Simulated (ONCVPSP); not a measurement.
**Transferability test, ONCV potential for Xe (Z = 54)**

ONCVPSP 4.0.1 input, shortened (lines: element, Z, core and valence counts, functional; n l f; lmax; l rc ep ncon nbas qcut; lloc lpopt rc5 dvloc0; l nproj debl; icmod fcfact rcfact), PBEsol, scalar-relativistic:

```
  Xe 54.00    9    2  -116133      upf
    1    0    2.00
    2    0    2.00
    2    1    6.00
    3    0    2.00
    3    1    6.00
    3    2   10.00
    4    0    2.00
    4    1    6.00
    4    2   10.00
    5    0    2.00
    5    1    6.00
    1
    0    1.65    0.00    4    8    3.90
    1    1.55    0.00    4    8    5.90
    4    2    1.55    0.00
    0    2    2.90
    1    2    1.80
    0    0.00    0.00
```

Energies are relative to the spin-unpolarised reference configuration 5s2 5p6; without spin polarisation the order of configurations can differ from experiment.

Question: Give the all-electron excitation energy and the error of the potential for: 5s2 5p5; 5s2 5p4; 5s2 5p3; 5s2 5p2.

Answer:

```tsv
valence configuration	charge	ΔE all-electron (eV)	error AE − PS (meV)
5s2 5p5	+1	12.552	-6.1
5s2 5p4	+2	34.332	-23
5s2 5p3	+3	66.103	-54
5s2 5p2	+4	108.487	-97
```

Levels in the configuration 5s2 5p4:

| level | all-electron (eV) | pseudo (eV) |
| --- | --- | --- |
| 5s | -39.369 | -39.378 |
| 5p | -26.670 | -26.686 |

Note: ghosts flagged at negative energy: p at -113.2 eV; GHOST(+) flagged for s at 120.2 eV. A true bound ghost makes a file unfit for plane-wave use.
